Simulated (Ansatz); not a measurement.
`[F][AlH][GeH3]`. Charge 0, multiplicity 1.

Z-matrix (Å, degrees):
```
Ge
Al 1 2.469
H 1 1.540 2 111.5
H 1 1.542 2 110.5 3 118.6
H 1 1.538 2 112.6 3 -121.4
F 2 1.652 1 116.8 3 149.2
H 2 1.581 1 126.9 3 -31.6
```

Question: What are the harmonic wavenumbers in cm⁻¹ at PBE0-D4/def2-TZVP (Ansatz, finite differences of forces, unscaled)? (Estimate.)

Answer: Computed: 9i, 138, 313, 328, 423, 485, 652, 783, 836, 883, 885, 1943, 2128, 2136, 2148.
